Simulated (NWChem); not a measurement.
CH3F3Si; SMILES FC(F)(F)[SiH3]

```xyz
8

Si     0.0000     0.0000    -1.4979
C      0.0000     0.0000     0.4449
F      0.9998     0.7737     0.9435
F      0.1701    -1.2527     0.9435
F     -1.1699     0.4790     0.9435
H     -0.1878     1.4142    -1.9573
H     -1.1309    -0.8697    -1.9573
H      1.3187    -0.5445    -1.9573
```
Atoms are numbered in this order, from 1.

Program: NWChem. Pople sets run with spherical d functions. The geometry was optimised at PBE-D3(BJ)/def2-SVP. Level: PBE0/6-31+G*; rows give the wavelength of the field.

```tsv
field	isotropic polarisability (bohr³)	anisotropy (bohr³)
static	40.2	2.5
1065 nm	40.6	2.6
589 nm	41.3	2.9
400 nm	___	___
```

### Question
What belongs in the gaps?

### Answer

- 400 nm, isotropic polarisability (bohr³): 42.6
- 400 nm, anisotropy (bohr³): 3.3
